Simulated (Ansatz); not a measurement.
**A relaxation, step by step**

CH₃BSe (SMILES B1C[Se]1), closed shell, wB97X-V/STO-3G (Ansatz 0.2.0). Settings:

```yaml
hamiltonian: {xc: {name: wB97X-V}}
relax: {f_tol: 0.01, max_steps: 80, max_displacement: 0.2}
```

Start (the SMILES describes the start alone):

B1  (-0.639, -0.681, -0.335)
C2  (0.207, 0.536, 0.035)
Se3  (0.943, -1.196, 0.530)
H4  (-1.527, -0.983, -0.776)
H5  (0.856, 1.241, -0.645)
H6  (0.078, 1.157, 0.976)
(Å)

| step | energy less the last (meV) | largest force component (eV/Å) |
| --- | --- | --- |
| 1 | 674.1 | 5.806 |
| 2 | 114.8 | 1.388 |
| 3 | 17.5 | 0.751 |
| 4 | 2.2 | 0.256 |
| 5 | 0.1 | 0.035 |
| 6 | 0.0 | 0.013 |
| 7 | 0.0 | 0.006 |

Step 2, positions (Å) and forces (eV/Å):

```json
{"atom": "B1", "x": "-0.582", "y": "-0.645", "z": "-0.277", "Fx": "1.111", "Fy": "-0.144", "Fz": "-0.034"}
{"atom": "C2", "x": "0.305", "y": "0.549", "z": "0.108", "Fx": "-0.512", "Fy": "1.388", "Fz": "0.363"}
{"atom": "Se3", "x": "0.989", "y": "-1.267", "z": "0.460", "Fx": "-0.581", "Fy": "0.702", "Fz": "0.043"}
{"atom": "H4", "x": "-1.558", "y": "-0.947", "z": "-0.788", "Fx": "-0.671", "Fy": "-0.266", "Fz": "-0.195"}
{"atom": "H5", "x": "0.831", "y": "1.162", "z": "-0.663", "Fx": "-0.241", "Fy": "-0.602", "Fz": "0.459"}
{"atom": "H6", "x": "-0.067", "y": "1.224", "z": "0.943", "Fx": "0.894", "Fy": "-1.077", "Fz": "-0.636"}
```

Step 3, positions (Å) and forces (eV/Å):

| atom | x | y | z | Fx | Fy | Fz |
| --- | --- | --- | --- | --- | --- | --- |
| B1 | -0.575 | -0.644 | -0.317 | 0.141 | -0.193 | 0.145 |
| C2 | 0.282 | 0.570 | 0.092 | -0.095 | 0.751 | 0.539 |
| Se3 | 0.970 | -1.226 | 0.486 | -0.281 | 0.222 | -0.163 |
| H4 | -1.582 | -0.983 | -0.791 | 0.048 | -0.009 | -0.029 |
| H5 | 0.837 | 1.160 | -0.659 | -0.109 | -0.214 | 0.199 |
| H6 | -0.013 | 1.199 | 0.973 | 0.296 | -0.557 | -0.691 |

Step 6, positions (Å) and forces (eV/Å):

| atom | x | y | z | Fx | Fy | Fz |
| --- | --- | --- | --- | --- | --- | --- |
| B1 | -0.580 | -0.644 | -0.307 | -0.003 | -0.013 | -0.007 |
| C2 | 0.275 | 0.579 | 0.096 | 0.002 | 0.000 | 0.008 |
| Se3 | 0.960 | -1.214 | 0.485 | -0.003 | 0.007 | -0.003 |
| H4 | -1.574 | -0.990 | -0.802 | 0.005 | 0.007 | 0.003 |
| H5 | 0.830 | 1.153 | -0.655 | 0.001 | -0.005 | -0.008 |
| H6 | 0.008 | 1.189 | 0.968 | -0.003 | 0.004 | 0.006 |

Last step (7):

| atom | x (Å) | y (Å) | z (Å) |
| --- | --- | --- | --- |
| B1 | -0.5794 | -0.6444 | -0.3072 |
| C2 | 0.2746 | 0.5791 | 0.0968 |
| Se3 | 0.9606 | -1.2137 | 0.4848 |
| H4 | -1.5738 | -0.9880 | -0.8023 |
| H5 | 0.8289 | 1.1524 | -0.6560 |
| H6 | 0.0074 | 1.1890 | 0.9680 |

The run took about 8 s on 2 CPU threads of an Intel Xeon 6975P-C (shared host).
